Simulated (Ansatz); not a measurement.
ClH₃NSn, SMILES `[NH2][SnH][Cl]` radical at its PBE0-D4/def2-TZVP geometry, where that method's forces vanish. Total charge 0; spin multiplicity 2. Sn: def2 effective core potential.

```xyz
6

N     1.0292   -0.2410   -0.1481
Sn   -0.7354    0.5007    0.5416
Cl   -2.0090    0.5307   -1.4364
H     1.3437    0.1850   -1.0119
H     1.7972   -0.2309    0.5125
H    -1.4257   -0.7444    1.5423
```

Question: What forces (eV/Å) does ωB97M-V/def2-TZVPP give on these atoms in Ansatz 0.2.0? (An estimate is asked.)

Answer: Computed: 
```
N1  -0.062  0.082  0.041
Sn2  0.008 -0.185 -0.004
Cl3  0.029  0.008  0.039
H4  -0.001 -0.022  0.045
H5  -0.028 -0.003 -0.049
H6   0.055  0.119 -0.072
```
